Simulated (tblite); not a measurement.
Record of a relaxation.

Compound: C₄H₈B₂Cl₂.
SMILES with atom numbers: `[CH3:1][CH2:2]/[CH:3]=[CH:4]\[BH:5][B:6]([Cl:7])[Cl:8]` (hydrogens: H9, H10, H11 on C1; H12, H13 on C2; H14 on C3; H15 on C4; H16 on B5)

Computed with GFN2-xTB (tblite), gas phase: L-BFGS steps from a force-field or distance-geometry start until the largest atomic force falls under 0.01 eV/Å. 9 of its 131 geometries are shown.

Step 0: E = -658.0898 eV, largest atomic force 2.824 eV/Å
```
atom  x, y, z in Å  |  force x, y, z in eV/Å
C1     -2.141    0.898   -0.245   -1.155  -0.291  -0.821
C2     -1.368    0.070    0.747   -0.735  -0.076   1.182
C3     -0.687   -1.036    0.040   -0.483  -0.905  -0.459
C4      0.619   -1.217   -0.008    0.124   0.392   0.665
B5      1.639   -0.297    0.737    0.803  -1.510  -0.801
B6      2.866    0.434   -0.115    1.383   1.552   1.912
Cl7     2.797    2.295   -0.149    0.264  -1.667  -0.401
Cl8     4.576   -0.269    0.189   -1.570   0.718  -0.774
H9     -1.460    1.458   -0.898   -0.334  -0.072   0.259
H10    -2.699    0.150   -0.877    0.234   1.015   0.357
H11    -2.876    1.574    0.246    0.616  -0.390  -0.441
H12    -0.701    0.731    1.309    0.263  -0.342  -0.063
H13    -2.091   -0.384    1.487    0.532   0.369  -0.566
H14    -1.335   -1.744   -0.512    0.151   0.566   0.397
H15     0.977   -2.068   -0.568    0.278   0.059  -0.113
H16     1.877   -0.587    1.872   -0.372   0.581  -0.332
```

Step 16: E = -658.9867 eV, largest atomic force 0.175 eV/Å
```
atom  x, y, z in Å  |  force x, y, z in eV/Å
C1     -2.172    0.887   -0.264    0.066   0.017   0.066
C2     -1.395    0.036    0.745   -0.004   0.041  -0.038
C3     -0.679   -1.079    0.057   -0.052   0.081   0.048
C4      0.644   -1.212    0.024    0.002  -0.061  -0.117
B5      1.724   -0.418    0.789    0.013   0.069  -0.013
B6      2.969    0.482    0.143    0.114   0.042  -0.007
Cl7     2.847    2.168   -0.253   -0.162  -0.059   0.028
Cl8     4.572   -0.155   -0.045   -0.034  -0.131  -0.016
H9     -1.484    1.448   -0.893   -0.013  -0.025  -0.007
H10    -2.787    0.258   -0.900   -0.034  -0.017  -0.004
H11    -2.819    1.589    0.256    0.002   0.042  -0.011
H12    -0.678    0.665    1.276   -0.024  -0.038   0.020
H13    -2.100   -0.383    1.466   -0.056  -0.042   0.038
H14    -1.321   -1.761   -0.489    0.013   0.029  -0.039
H15     1.012   -2.006   -0.616    0.161  -0.056  -0.035
H16     1.658   -0.509    1.959    0.008   0.107   0.087
```

Step 32: E = -659.0331 eV, largest atomic force 0.075 eV/Å
```
atom  x, y, z in Å  |  force x, y, z in eV/Å
C1     -2.155    0.892   -0.245    0.010  -0.020   0.017
C2     -1.396    0.004    0.747    0.005  -0.001  -0.040
C3     -0.638   -1.065    0.029   -0.011   0.009   0.019
C4      0.690   -1.201    0.045   -0.020   0.001  -0.011
B5      1.714   -0.394    0.876   -0.047   0.010   0.007
B6      2.984    0.401    0.165    0.012   0.034   0.005
Cl7     2.732    2.066   -0.267    0.024   0.007  -0.023
Cl8     4.552   -0.233   -0.181    0.013  -0.020  -0.011
H9     -1.462    1.402   -0.912    0.006  -0.023   0.057
H10    -2.831    0.291   -0.851   -0.017   0.009   0.012
H11    -2.739    1.639    0.287    0.018  -0.009  -0.021
H12    -0.708    0.619    1.330   -0.051  -0.052   0.019
H13    -2.120   -0.468    1.421    0.025   0.037  -0.025
H14    -1.252   -1.713   -0.589    0.028   0.029  -0.002
H15     1.102   -1.949   -0.628    0.020   0.002   0.043
H16     1.520   -0.282    2.031   -0.014  -0.014  -0.045
```

Step 49: E = -659.0436 eV, largest atomic force 0.079 eV/Å
```
atom  x, y, z in Å  |  force x, y, z in eV/Å
C1     -2.140    0.897   -0.225    0.038  -0.026   0.009
C2     -1.430   -0.045    0.751    0.001  -0.021   0.017
C3     -0.628   -1.074    0.024   -0.018   0.000  -0.003
C4      0.703   -1.175    0.058   -0.018   0.042  -0.039
B5      1.686   -0.314    0.881   -0.004  -0.014   0.034
B6      2.972    0.440    0.145    0.002   0.003  -0.004
Cl7     2.842    2.093   -0.369    0.006  -0.022   0.005
Cl8     4.485   -0.330   -0.192    0.007   0.000   0.005
H9     -1.417    1.380   -0.877    0.021  -0.008   0.010
H10    -2.842    0.339   -0.843   -0.010   0.041   0.004
H11    -2.682    1.672    0.314   -0.011  -0.073  -0.005
H12    -0.786    0.533    1.413    0.020  -0.002  -0.012
H13    -2.179   -0.565    1.354   -0.062   0.047   0.013
H14    -1.217   -1.728   -0.610    0.021  -0.022  -0.010
H15     1.151   -1.916   -0.600   -0.015   0.018  -0.003
H16     1.473   -0.198    2.031    0.022   0.036  -0.023
```

Step 65: E = -659.0542 eV, largest atomic force 0.086 eV/Å
```
atom  x, y, z in Å  |  force x, y, z in eV/Å
C1     -2.109    0.887   -0.200   -0.010   0.045  -0.018
C2     -1.488   -0.114    0.778    0.011   0.011  -0.014
C3     -0.653   -1.109    0.043    0.047   0.002   0.018
C4      0.684   -1.116    0.045    0.027   0.019  -0.036
B5      1.654   -0.221    0.845   -0.008  -0.011   0.032
B6      2.985    0.455    0.105    0.010   0.032   0.018
Cl7     2.983    2.097   -0.456   -0.001  -0.040   0.001
Cl8     4.458   -0.420   -0.155   -0.014   0.008   0.000
H9     -1.331    1.377   -0.780    0.045  -0.015  -0.024
H10    -2.790    0.389   -0.886    0.018  -0.031  -0.008
H11    -2.662    1.655    0.333   -0.047  -0.008   0.072
H12    -0.865    0.424    1.492   -0.005   0.008   0.023
H13    -2.285   -0.630    1.318   -0.016  -0.007  -0.025
H14    -1.206   -1.799   -0.586    0.015   0.018   0.037
H15     1.165   -1.817   -0.632   -0.046  -0.042  -0.018
H16     1.452   -0.051    1.992   -0.025   0.009  -0.057
```

Step 81: E = -659.0634 eV, largest atomic force 0.047 eV/Å
```
atom  x, y, z in Å  |  force x, y, z in eV/Å
C1     -2.073    0.888   -0.169   -0.012   0.001  -0.001
C2     -1.517   -0.153    0.807    0.007   0.003  -0.015
C3     -0.659   -1.124    0.069    0.035  -0.004  -0.014
C4      0.680   -1.091    0.013   -0.041   0.013  -0.009
B5      1.633   -0.159    0.786   -0.023  -0.002  -0.011
B6      3.010    0.452    0.080    0.047   0.002  -0.004
Cl7     3.082    2.077   -0.521   -0.009  -0.014  -0.010
Cl8     4.468   -0.471   -0.106   -0.028   0.013   0.012
H9     -1.260    1.417   -0.662   -0.005  -0.017   0.016
H10    -2.683    0.404   -0.929    0.011   0.020  -0.016
H11    -2.690    1.613    0.355   -0.008  -0.003   0.023
H12    -0.941    0.353    1.582    0.030  -0.008  -0.019
H13    -2.353   -0.679    1.275    0.012  -0.017  -0.015
H14    -1.206   -1.838   -0.539   -0.004   0.010   0.016
H15     1.141   -1.789   -0.682   -0.016  -0.005   0.029
H16     1.359    0.110    1.895    0.004   0.009   0.018
```

Step 98: E = -659.0670 eV, largest atomic force 0.023 eV/Å
```
atom  x, y, z in Å  |  force x, y, z in eV/Å
C1     -2.055    0.900   -0.134    0.005   0.004  -0.001
C2     -1.535   -0.193    0.805   -0.006  -0.004  -0.003
C3     -0.660   -1.144    0.063    0.003   0.006   0.002
C4      0.677   -1.078    0.001    0.000   0.004  -0.002
B5      1.602   -0.095    0.745   -0.005   0.002   0.003
B6      3.012    0.459    0.055    0.010  -0.015   0.002
Cl7     3.156    2.046   -0.623   -0.006   0.001  -0.015
Cl8     4.444   -0.517   -0.029   -0.001   0.010   0.009
H9     -1.220    1.467   -0.539    0.002   0.013  -0.010
H10    -2.612    0.466   -0.962    0.001  -0.010   0.008
H11    -2.711    1.580    0.404    0.002  -0.004   0.000
H12    -0.977    0.279    1.614    0.010  -0.016  -0.002
H13    -2.385   -0.734    1.227   -0.015  -0.007  -0.003
H14    -1.190   -1.887   -0.526   -0.007   0.020   0.009
H15     1.152   -1.784   -0.673    0.002   0.004   0.003
H16     1.296    0.245    1.827    0.004  -0.008   0.000
```

Step 114: E = -659.0699 eV, largest atomic force 0.014 eV/Å
```
atom  x, y, z in Å  |  force x, y, z in eV/Å
C1     -2.051    0.915   -0.109    0.003  -0.007   0.000
C2     -1.541   -0.202    0.806    0.000  -0.002   0.002
C3     -0.659   -1.135    0.048    0.005   0.007   0.000
C4      0.679   -1.075   -0.004    0.002  -0.001  -0.002
B5      1.606   -0.101    0.747   -0.004   0.000   0.001
B6      3.018    0.441    0.051   -0.005   0.006   0.001
Cl7     3.104    1.952   -0.796    0.000  -0.003   0.001
Cl8     4.498   -0.460    0.111   -0.002   0.002   0.005
H9     -1.217    1.510   -0.472    0.002   0.002  -0.005
H10    -2.577    0.497   -0.965   -0.005   0.002  -0.007
H11    -2.736    1.564    0.432    0.010   0.005   0.003
H12    -0.992    0.243    1.636   -0.004  -0.009  -0.003
H13    -2.398   -0.755    1.198    0.005   0.002   0.013
H14    -1.188   -1.860   -0.562   -0.002   0.001   0.002
H15     1.151   -1.775   -0.688    0.000  -0.003  -0.005
H16     1.295    0.250    1.824   -0.005  -0.001  -0.007
```

Step 130: E = -659.0706 eV, largest atomic force 0.006 eV/Å
```
atom  x, y, z in Å  |  force x, y, z in eV/Å
C1     -2.037    0.916   -0.096   -0.004   0.003  -0.004
C2     -1.541   -0.215    0.810   -0.003   0.002  -0.001
C3     -0.663   -1.143    0.043    0.001   0.002  -0.004
C4      0.674   -1.074   -0.021    0.003   0.002   0.002
B5      1.591   -0.089    0.730    0.004   0.000  -0.003
B6      3.011    0.449    0.050    0.004   0.000  -0.005
Cl7     3.110    1.927   -0.851   -0.003  -0.001   0.005
Cl8     4.495   -0.437    0.186    0.005   0.002   0.002
H9     -1.193    1.500   -0.459   -0.003  -0.001   0.001
H10    -2.572    0.513   -0.953   -0.001   0.002   0.004
H11    -2.708    1.573    0.453    0.003   0.004   0.001
H12    -0.991    0.218    1.646   -0.003  -0.003   0.002
H13    -2.402   -0.765    1.196   -0.004  -0.001   0.001
H14    -1.194   -1.867   -0.567    0.000  -0.006  -0.001
H15     1.147   -1.766   -0.711   -0.001  -0.004   0.003
H16     1.266    0.270    1.800    0.002   0.001  -0.004
```

Task: Summarise the path.

Result: The energy falls by 0.9808 eV from step 0 to step 130; nine tenths of that is first reached at step 14. It falls at every step. The largest force goes from 2.824 to 0.006 eV/Å. Among the bonds B6–Cl8 changes most, from 1.873 to 1.734 Å; the atoms move by 0.474 Å rms after alignment.

The cost below is that of the whole relaxation. The run took 1.8 s of wall time on Arm Neoverse N1, one thread, shared host with 64 logical CPUs at a one-minute load of 61.
